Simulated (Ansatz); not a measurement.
Basis sets compared for ZnSn₁₂⁺. Total charge 1; doublet. Geometry PBE-D4/def2-SVP. Ansatz on 2 threads of AMD EPYC 7R13 on a shared host and a share (18 GiB) of an NVIDIA H100 80GB HBM3; times are rough, and most runs start from earlier orbitals.

Cartesian coordinates in Å:
```
Zn -1.115 -3.984 -0.462
Sn -2.337 -1.375 -0.569
Sn 0.400 0.378 -0.344
Sn 0.593 -2.276 -1.881
Sn -1.140 0.273 -2.952
Sn 2.928 -1.225 0.139
Sn -2.443 1.828 -0.362
Sn -1.622 0.127 2.196
Sn 2.766 2.156 0.289
Sn -0.058 2.975 1.517
Sn 1.516 0.371 2.646
Sn 0.305 -2.348 1.439
Sn 0.206 3.098 -1.656
```

In the def2 sets Sn takes a core potential; there is no spin–orbit coupling. Single mean-field runs in def2-TZVP are fitted with def2-universal-jkfit. Another isomer (doublet) lies 0.42 eV lower at PBE0-D4/def2-TZVP; other spin states weren't run for this one.

```csv
level,functions,energy (Eh),HOMO (eV),LUMO (eV),wall time
PBE-D4/def2-SVP,343,-4350.8909,-7.38,-7.01,4.8 s
PBE0-D4/def2-SVP,343,-4350.9612,-7.97,-6.47,8 s
```

(1) Estimate the rows for PBE-D4/def2-TZVP (with forces), PBE0-D4/def2-TZVP.

Answers

(1) 
```csv
level,functions,energy (Eh),HOMO (eV),LUMO (eV),wall time
PBE-D4/def2-TZVP (with forces),648,-4351.2313,-7.36,-6.99,7.5 s
PBE0-D4/def2-TZVP,648,-4351.2882,-7.95,-6.42,7 s
```
